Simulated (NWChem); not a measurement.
System: BH, singlet; SMILES [BH]

```xyz
2

B      0.0000     0.0000     0.2379
H      0.0000     0.0000    -1.0144
```
Atoms are numbered in this order, from 1.

Low-valent species are run as closed-shell singlets; no triplet was tried in these runs. All runs use the structure optimised with PBE0/def2-SVP.

Task: List the 6 lowest vertical singlet excitations from LRC-wPBEh/aug-cc-pVDZ, TDA (NWChem).

Result: 
| state | energy (eV) | oscillator strength | leading excitation (squared amplitude) |
|---|---|---|---|
| S1 | 2.81 | 0.037 | HOMO → LUMO (0.87) |
| S2 | 2.81 | 0.037 | HOMO → LUMO+1 (0.87) |
| S3 | 5.99 | 0.116 | HOMO → LUMO+2 (0.95) |
| S4 | 6.84 | 0.012 | HOMO → LUMO+4 (0.87) |
| S5 | 6.84 | 0.012 | HOMO → LUMO+5 (0.87) |
| S6 | 6.93 | 0.053 | HOMO → LUMO+3 (0.99) |
